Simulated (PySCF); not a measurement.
Vertical excitations of a molecule C₄H₆BF from PySCF with TDA-PBE/def2-SVPD, as energy in eV (oscillator strength): 5.04 (0.001), 6.24 (0.227), 6.59 (0.002), 6.83 (0.006), 6.98 (0.001), 7.02 (0.007), 7.17 (0.109), 7.34 (0.004), 7.50 (0.001), 7.53 (0.001). Lowest triplet (TDA): 4.01 eV. The structure is a stationary point at TPSSh-D3(BJ)/def2-SVP. One conformer was computed; it need not be the lowest.

Which molecule gave these data?
A. FB1CC=CC1
B. C=C1CCB1F
C. FB1C=CCC1
D. CB1CC=C1F

C, FB1C=CCC1
